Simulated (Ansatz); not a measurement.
Ansatz (a quantum-chemistry and plane-wave program) input (MP2/3-21G): The .json file is the Basis Set Exchange's 3-21G.

Ansatz 0.2 input:
```yaml
crystal:
  periodic: [false, false, false]
  atoms:
    - {symbol: N, position_ang: [0.67821943, 0.21322225, 0.19325834]}
    - {symbol: C, position_ang: [-0.46105180, -0.14494793, -0.13137652]}
    - {symbol: H, position_ang: [-0.64365366, -1.11460559, -0.61374944]}
    - {symbol: H, position_ang: [-1.33757157, 0.49173741, 0.04920014]}
basis:
  gaussian:
    orbitals: 3-21G.json
magnetization: {spin_polarized: true, initial_magnetization: 1}
correlation: {method: mp2, electrons: outside_noble_gas}
```

Output:

```
Functional definition: HF
integrals: 0.00 GiB planned
300 factors; integrals over basis functions are off by at most 9.4e-4 eV
mean field: 0.05 GiB planned
mean field evaluation 1: about -2526.3063 eV, gradient 1.4e1 eV
mean field evaluation 2: about -2526.3039 eV, gradient 1.4e1 eV
mean field evaluation 4: about -2527.8287 eV, gradient 2.3e0 eV
mean field evaluation 8: about -2528.0177 eV, gradient 5.9e-1 eV
mean field evaluation 16: about -2528.0567 eV, gradient 2.2e-5 eV
mean field -2528.05672199 eV, -92.9043709546 hartree, gradient 2.4e-6 eV, S^2 0.978623; 0 other end points of the search recorded, 0 dependent functions left out
2 core orbitals not correlated
reference -2528.05672199 eV, -92.9043709546 hartree; 6, 5 occupied and 14, 15 virtual orbitals, 300 factors
second order -4.22248408 eV of doubles, -0.00000000 eV of singles
Total energy: -2532.27920607 eV, -93.0595443825 hartree
```

The geometry given is a B3LYP-D3(BJ)/def2-TZVP minimum.

The determinant is spin-contaminated: <S^2> is 0.98 against 0.75 for a pure state.
